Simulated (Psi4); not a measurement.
C6H13O (SMILES [CH2]C(C)CC(C)O), doublet, at a GFN2-xTB geometry; MP2/pcseg-1 run with Psi4.

Psi4 was given this input:
```
memory 2 GB

molecule {
0 2
C    -1.38542588   -1.24611741   -1.15825996
C    -1.28164433   -0.78156048    0.23741676
C    -2.06671238    0.50601947    0.47381936
C     0.19691125   -0.64418768    0.66477877
C     0.99828683    0.30993029   -0.22756720
C     2.48991908   -0.02682553   -0.19550963
O     0.77420538    1.63034663    0.22965947
H    -0.80027265   -2.08141567   -1.49289813
H    -2.07632384   -0.79706450   -1.84332604
H    -1.70353196   -1.55905497    0.90184723
H    -3.10700639    0.37285056    0.18530611
H    -2.02943018    0.78485542    1.52377934
H    -1.64076410    1.31922168   -0.10536649
H     0.24804038   -0.27346668    1.68897304
H     0.66252442   -1.62986023    0.62660201
H     0.62825623    0.20941345   -1.26417294
H     3.05285872    0.67585659   -0.80914361
H     2.66086899   -1.02907958   -0.57834581
H     2.86057828    0.03079947    0.82569540
H     1.34255136    2.23061957   -0.26429468
}

set {
  basis pcseg-1
  reference uhf
  freeze_core true
}

energy('mp2')
print_variables()
```

Q: What does Psi4 print? Leave out banner, timings and long lists.

A: 
```
    SCF Algorithm Type (re)set to DF.

   => Loading Basis Set <=

    Name: PCSEG-1
    Role: ORBITAL
    Keyword: BASIS

         ---------------------------------------------------------
                                   SCF
               by Justin Turney, Rob Parrish, Andy Simmonett
                          and Daniel G. A. Smith
                              UHF Reference
         ---------------------------------------------------------

  ==> Geometry <==

    Molecular point group: c1
    Full point group: C1

    Geometry (in Angstrom), charge = 0, multiplicity = 2:

       Center              X                  Y                   Z               Mass
    ------------   -----------------  -----------------  -----------------  -----------------
         C           -1.384421718410    -1.263174051328    -1.164189330187    12.000000000000
         C           -1.280640168410    -0.798617121328     0.231487389813    12.000000000000
         C           -2.065708218410     0.488962828672     0.467889989813    12.000000000000
         C            0.197915411590    -0.661244321328     0.658849399813    12.000000000000
         C            0.999290991590     0.292873648672    -0.233496570187    12.000000000000
         C            2.490923241590    -0.043882171328    -0.201439000187    12.000000000000
         O            0.775209541590     1.613289988672     0.223730099813    15.994914619570
         H           -0.799268488410    -2.098472311328    -1.498827500187     1.007825032230
         H           -2.075319678410    -0.814121141328    -1.849255410187     1.007825032230
         H           -1.702527798410    -1.576111611328     0.895917859813     1.007825032230
         H           -3.106002228410     0.355793918672     0.179376739813     1.007825032230
         H           -2.028426018410     0.767798778672     1.517849969813     1.007825032230
         H           -1.639759938410     1.302165038672    -0.111295860187     1.007825032230
         H            0.249044541590    -0.290523321328     1.683043669813     1.007825032230
         H            0.663528581590    -1.646916871328     0.620672639813     1.007825032230
         H            0.629260391590     0.192356808672    -1.270102310187     1.007825032230
         H            3.053862881590     0.658799948672    -0.815072980187     1.007825032230
         H            2.661873151590    -1.046136221328    -0.584275180187     1.007825032230
[...]
  @DF-UHF Final Energy:  -309.50179465986707
    Total Energy =                       -309.5017946598670733
[...]
 Magnitude           :                                                    0.6704995

 ------------------------------------------------------------------------------------

  //>>>>>>>>>>>>>>>>>>>>>>>>>>>>>>>>>>>//
  //               DFMP2               //
  //<<<<<<<<<<<<<<<<<<<<<<<<<<<<<<<<<<<//

   => Loading Basis Set <=

    Name: (PCSEG-1 AUX)
    Role: RIFIT
    Keyword: DF_BASIS_MP2

	 --------------------------------------------------------
	                          DF-MP2
	      2nd-Order Density-Fitted Moller-Plesset Theory

	        Rob Parrish, Justin Turney, Andy Simmonett,
	           Ed Hohenstein, and C. David Sherrill
	 --------------------------------------------------------

	 --------------------------------------------------------
	                 NBF =   163, NAUX =   518
	 --------------------------------------------------------
	   CLASS    FOCC     OCC    AOCC    AVIR     VIR    FVIR
	   ALPHA       7      29      22     134     134       0
	    BETA       7      28      21     135     135       0
	 --------------------------------------------------------

	-----------------------------------------------------------
	 ==================> DF-MP2 Energies <====================
	-----------------------------------------------------------
	 Reference Energy          =    -309.5017946598670733 [Eh]
	 Singles Energy            =      -0.0000000000000000 [Eh]
	 Same-Spin Energy          =      -0.2433896917002417 [Eh]
	 Opposite-Spin Energy      =      -0.7830974619671047 [Eh]
	 Correlation Energy        =      -1.0264871536673463 [Eh]
	 Total Energy              =    -310.5282818135344201 [Eh]
	-----------------------------------------------------------
	 ================> DF-SCS-MP2 Energies <==================
	-----------------------------------------------------------
	 SCS Same-Spin Scale       =       0.3333333333333333 [-]
	 SCS Opposite-Spin Scale   =       1.2000000000000000 [-]
	 SCS Same-Spin Energy      =      -0.0811298972334139 [Eh]
	 SCS Opposite-Spin Energy  =      -0.9397169543605256 [Eh]
	 SCS Correlation Energy    =      -1.0208468515939395 [Eh]
	 SCS Total Energy          =    -310.5226415114610177 [Eh]
	-----------------------------------------------------------

  Variable Map:
  ----------------------------------------------------------------------------
[...]
  Array Variable Map:
  ----------------------------------------------------------------------------
[...]
[...]
```
